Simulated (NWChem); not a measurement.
Molecule: B$_{3}$N$_{3}$H$_{5}$, doublet; SMILES N1BN[B]NB1

```xyz
11

B      0.0000     0.0000     1.4847
N      1.2276     0.0000     0.7733
B      1.2548     0.0000    -0.6575
N      0.0000     0.0000    -1.3370
B     -1.2548     0.0000    -0.6575
N     -1.2276     0.0000     0.7733
H      2.1028     0.0000     1.2808
H      2.3011     0.0000    -1.2641
H      0.0000     0.0000    -2.3485
H     -2.3011     0.0000    -1.2641
H     -2.1028     0.0000     1.2808
```
Atoms are numbered in this order, from 1.

All runs: NWChem. Pople sets run with spherical d functions. Spin-unrestricted. In the optimisation the excess spin sits in a1 (C2v, its own frame). All runs use the structure optimised with PBE0/def2-SVP, spin-unrestricted. No frequency run checked for a minimum. No stability test was run on the SCF state.

For level B3LYP/6-31G*:

| Quantity | Result |
|---|---|
| highest occupied level (eV) | -4.93 |
| lowest empty minus highest occupied level, either spin (eV) | 4.31 |

What are these values for level PBE/6-31G*?


| Quantity | Value |
|---|---|
| highest occupied level (eV) | -3.91 |
| lowest empty minus highest occupied level, either spin (eV) | 2.67 |
